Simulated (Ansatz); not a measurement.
**Energy profile**

The step: AlHOF₂ ([OH][Al]([F])[F]) + NH₃ → AlNH₂F₂ ([NH2][Al]([F])[F]) + H₂O (still joined by a long Al–O bond); bonds formed: O2–H5; dative contacts that become bonds: Al1–N6; bonds broken: H5–N6; bonds weakened to dative contacts: Al1–O2 (atoms numbered as in the saddle structure below).

Al1  (-0.596, -0.681, 0.105)
O2  (-0.819, 1.055, -0.568)
F3  (-1.039, -1.825, -0.994)
F4  (-1.245, -0.734, 1.625)
H5  (0.288, 0.981, -0.360)
N6  (1.184, -0.100, 0.040)
H7  (-1.287, 1.741, -0.085)
H8  (1.699, 0.019, 0.901)
H9  (1.816, -0.457, -0.663)
(Å)

Electronic energies by CCSD(T) at an estimated basis limit (MP2 extrapolated from triple and quadruple zeta, plus CCSD(T) − MP2 in triple zeta), on PBE0-D4/def2-TZVP structures; AlNH₄OF₂, closed shell; no counterpoise correction. Program: Ansatz 0.2.0. Basis: def2-TZVPP and def2-QZVPP. Cores are frozen in the correlated methods. Extrapolation: Hartree–Fock as exp(−7.88 √X), correlation as X^−2.97.

Task: Give the profile in eV, counted from the separated reactants. (Judge from chemistry; the value comes from the calculation.)

Result: Computed:
```json
{"point": "separated: AlHOF₂ (linked as [OH][Al]([F])[F]; Al1, O2, F3, F4, H7; singlet) + NH₃ (H5, N6, H8, H9; singlet)", "eV": "0.000"}
{"point": "start structure", "eV": "-1.646"}
{"point": "saddle", "eV": "-0.416"}
{"point": "end structure", "eV": "-0.669"}
{"point": "separated: AlNH₂F₂ (linked as [NH2][Al]([F])[F]; Al1, F3, F4, N6, H8, H9; singlet) + H₂O (O2, H5, H7; singlet)", "eV": "0.390"}
```
The saddle lies below the separated reactants: the barrier is submerged.

T1 diagnostic: at most 0.013.

For scale, one of the runs: CCSD(T)/def2-TZVPP, 222 basis functions, launched by `ansatz run in.yaml --threads 4 --pin off --events-out ev --progress --plain --max-ram 9574MiB`. Hardware: 4 CPU threads of an Arm Neoverse N1, shared host. Wall time 2.7 min; peak host memory 3.7 GiB.
